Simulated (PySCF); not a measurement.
B3LYP has the VWN-RPA correlation part, as in Gaussian. Delta-SCF ions had no search for a lower state. Excitations are Tamm–Dancoff values on a coarser integration grid. The basis has no diffuse functions, so Rydberg states are missing or too high.

**CH6O4Sn, SMILES `C[O][Sn]([OH])([OH])[OH]` (charge 0, multiplicity 1)**

Calculation: B3LYP-D3(BJ)/def2-TZVP // PBE0-D4/def2-SVP run with PySCF.

```
Property                                                      Value
-------------------------------------------  ----------------------
HOMO                                                       -7.89 eV
dipole moment                                                0.62 D
HOMO–LUMO gap                                               5.73 eV
LUMO                                                       -2.16 eV
S1 excitation (TDA)                                         4.61 eV
S1 oscillator strength                                        0.008
brightest of the four lowest singlets (TDA)                 5.37 eV
T1 excitation (TDA)                                         4.26 eV
S1–T1 gap (TDA)                                             0.35 eV
vertical ionisation energy (Delta-SCF)                     10.25 eV
total energy                                           -557.2146 Ha
cost                                         roughly 5 core-minutes
```

```xyz
12

C      1.8794     0.6439     0.6064
O      0.6041     1.0879     0.2145
Sn    -0.8065    -0.1834    -0.2935
O      0.0310    -1.5196    -1.4665
O     -2.2131     0.9158    -1.1135
O     -1.6326    -1.2025     1.1721
H      1.8773     0.2039     1.6214
H      2.5551     1.5150     0.6228
H      2.3073    -0.1021    -0.0877
H     -0.3999    -2.3790    -1.3781
H     -1.8446     1.7313    -1.4766
H     -2.3575    -0.7113     1.5788
```
Charge 0, spin multiplicity 1.
